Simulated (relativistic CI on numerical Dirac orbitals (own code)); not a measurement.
# One change at a time: Ag9+

Base calculation: Dirac-Coulomb-Breit CI, separate exchange-only KLI orbitals for each configuration, QED by a radiative potential, unscaled Slater integrals.

CI space (outside the closed core [Ar] 3d10): 4s2.4p6.4d2, 4s2.4p5.4d3, 4s2.4p6.4d.4f, 4s2.4p6.4d.5s, 4s2.4p6.4d.5p, 4s.4p6.4d3, 4s2.4p5.4d2.4f, 4s2.4p6.5s.5p, 4s2.4p6.4f.5s, 4s2.4p6.4d.5d, 4s2.4p6.4d.6s, 4s.4p6.4d2.4f, 4s2.4p6.4d.6p, 4s2.4p6.4d.5f, 4s2.4p5.4d2.5s, 4s2.4p6.4d.5g, 4s2.4p6.4d.6d, 4s2.4p5.4d2.5p, 4s2.4p6.4d.7s, 4s2.4p6.4d.6f, 4s2.4p6.4d.7p, 4s2.4p6.4f2, 4s2.4p5.4f3, 4s2.4p6.5s2, 4s2.4p5.4f.5s2, 4s2.4p6.5p2, 4s2.4p5.4f.5p2, 4s2.4p6.4f.5p, 4s2.4p5.4f2.5p, 4p6.4d4, 4p5.4d5, 4p5.4d4.4f. Double excitations out of closed p, d and f shells are left out; levels of such configurations are missing from the list, as are those of other unlisted configurations, and high levels can miss mixing partners. These lack a partner that the ground configuration has and come out too high: 4s.4p6.4d2.4f, 4s2.4p5.4d2.5s, 4s2.4p5.4d2.5p.

Variants: (1) non-relativistic limit. Shifts of the energy above 4s2.4p6.4d2 3F_2, in cm⁻¹, for the lowest level and the first level of each name with at least 55 % of one term (blank where a level changes its place among those of its configuration and J or its character, or is not in the variant):

| Level | Base | Δ(1) |
| --- | --- | --- |
| 4s2.4p6.4d2 3F_2 | 0 | 0 |
| 4s2.4p6.4d2 3F_3 | 5402 | -5402 |
| 4s2.4p6.4d2 3F_4 | 10902 | -10902 |
| 4s2.4p6.4d2 3P_0 | 19945 | -3053 |
| 4s2.4p6.4d2 3P_1 | 22430 | -5538 |
| 4s2.4p6.4d2 3P_2 | 29047 | -12154 |
| 4s2.4p6.4d2 1G_4 | 31488 | -7211 |
| 4s2.4p6.4d2 1S_0 | 74335 | -7368 |
| 4s2.4p6.4d.5s 3D_1 | 390257 | +26261 |
| 4s2.4p6.4d.5s 3D_2 | 391840 | +24677 |
| 4s2.4p6.4d.5s 3D_3 | 397973 | +18545 |
| 4s2.4p6.4d.5s 1D_2 | 403036 | +19529 |
| 4s2.4p5.4d3 5S°_2 | 439875 | -24334 |
| 4s2.4p5.4d3 5D°_1 | 441402 | -18872 |
| 4s2.4p5.4d3 5D°_0 | 443062 | -20532 |
| 4s2.4p5.4d3 5F°_5 | 450052 | -20547 |
| 4s2.4p5.4d3 5F°_1 | 454169 | -24664 |
| 4s2.4p5.4d3 5G°_6 | 458149 | -18492 |
| 4s2.4p5.4d3 3G°_3 | 462445 |  |
| 4s2.4p5.4d3 3G°_4 | 465252 |  |
| 4s2.4p5.4d3 3H°_6 | 479618 | -14649 |
| 4s2.4p5.4d3 3P°_0 | 481546 | -28574 |

At this charge energies of transitions that change n are usually good to better than 1 %, and those within a shell (Δn = 0) to a few per cent. Terms inside the open d or f shell come out 10 to 20 % too wide with unscaled integrals.

Ionisation energy from the two ground configurations alone: base 167.039 eV. The NIST ASD value (theoretical) is 167 eV.

LS names give the leading component of a level, which can be under half, so a name can repeat, a term be missing and a line seem to break the LS rules.
